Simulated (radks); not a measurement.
Values are calculated unless marked as measured or tabulated.
Q: Valence configurations of Cd (all share [Kr]). Code: a radial shooting solver on a logarithmic mesh with Libxc functionals. Model: scalar-relativistic Kohn-Sham, LDA (Slater exchange, Perdew-Wang correlation), spin-polarised, spherical densities, point nucleus; open shells are filled with parallel spins first (spin-orbit coupling, left out, can overturn this in heavy ions). Order these by energy: 4d10 5p2; 4d9.5 5s0.5 5p2; 4d9 5s1 5p2; 4d10 5s2; 4d9.5 5s2 5p0.5; 4d8 5s2 5p2; 4d10 5s1 5p1; 4d9.5 5s1 5p1.5; 4d10 5s0.5 5p1.5; 4d9 5s2 5p1.

A: From the lowest, in eV above it: 4d10 5s2 0.000; 4d10 5s1 5p1 4.250; 4d9.5 5s2 5p0.5 5.707; 4d10 5s0.5 5p1.5 6.786; 4d10 5p2 9.383; 4d9.5 5s1 5p1.5 10.095; 4d9 5s2 5p1 12.266; 4d9.5 5s0.5 5p2 12.861; 4d9 5s1 5p2 16.746; 4d8 5s2 5p2 27.906. NIST lists [Kr] 4d10 5s2 as the ground configuration; this level of theory agrees among the configurations tried. The energies are those of spherical high-spin densities, not of single terms.
